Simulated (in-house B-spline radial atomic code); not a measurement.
Ionising the vanadium ion V²⁺ with different functionals

Computed with a radial B-spline atomic code at the basis-set limit: non-relativistic Hamiltonian, point nucleus, spin-polarised at highest spin, spherical fractional occupations for the functionals, and exact exchange of hybrids averaged over the configuration. The ionisation energy is the difference of two self-consistent energies, [Ar] 3d3 → [Ar] 3d2, without Breit or QED terms; ε is the level of the shell that loses the electron (its least bound occupied spin orbital).

```csv
method,rung,ΔSCF (eV),-ε(3d) (eV)
PBE0,global hybrid,29.88,24.55
B3LYP,global hybrid,?,?
TPSSh,global hybrid,29.83,23.15
M06-2X,global hybrid,29.42,26.71
BHandHLYP,global hybrid,29.62,26.53
r2SCAN0,global hybrid,29.87,24.58
B97-1,global hybrid,29.70,23.98
HSE06,range-separated hybrid,29.86,24.12
wB97X,range-separated hybrid,29.51,26.80
CAM-B3LYP,range-separated hybrid,?,?
LC-wPBE,range-separated hybrid,29.98,27.44
```

Q: What does B3LYP give?

A: ΔSCF 29.99 eV, and -ε(3d) = 24.18 eV.

Q: What does CAM-B3LYP give?

A: ΔSCF 29.96 eV, and -ε(3d) = 26.09 eV.

Q: Among the functionals, which spreads more, the ΔSCF values or the orbital energies?

A: The orbital energies: ΔSCF values span about 0.57 eV and the orbital energies 4.29 eV; here energy differences depend much less on the functional than eigenvalues do.

Q: How do they compare with the NIST value?

A: NIST lists 29.311 eV ± 0.0025 (measured, ground level to ground level). Errors run from +0.11 to +0.68 eV; M06-2X is closest (+0.11 eV), but part of that can be cancellation, since the calculations leave out relativity, Breit-QED terms, multiplet and fine-structure energies.
